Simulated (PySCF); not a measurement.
## TaO: from constants to spectrum

ROHF-CCSD(T) constants of TaO, ²Δ (doublet), unpaired electrons δ ↑ (basis Ta def2-TZVPPD with ECP60, O def2-TZVPPD; scalar-relativistic core potentials; PySCF 2.14; masses 180.9480 and 15.9949 u):

- ωe: 1016.0 cm⁻¹
- ωexe: 3.41 cm⁻¹
- Be: 0.39655 cm⁻¹
- αe: 0.00179 cm⁻¹
- De to Ta (5d3 6s2) + O: 8.06 eV

Task: What force constant and bond length do these constants imply?

Result: Reduced mass μred = 14.696 u; k = 5.8918×10⁻⁷·μred·ωe² (u, cm⁻¹, mdyn/Å) = 8.94 mdyn/Å; Re = √(16.8576/(μred·Be)) (u, cm⁻¹, Å) = 1.701 Å.

Task: Estimate the centrifugal constant D from the Kratzer relation and find the Dunham coefficient a1.

Result: D = 4Be³/ωe² = 2.42e-07 cm⁻¹; a1 = −1 − αeωe/(6Be²) = -2.93.

Correlated steps freeze 1 core orbital. These are scalar-relativistic numbers at best; spin–orbit coupling would shift them, the dissociation energy most. With d or f electrons several states lie close, and the lowest PBE0 determinant need not be the measured ground state.
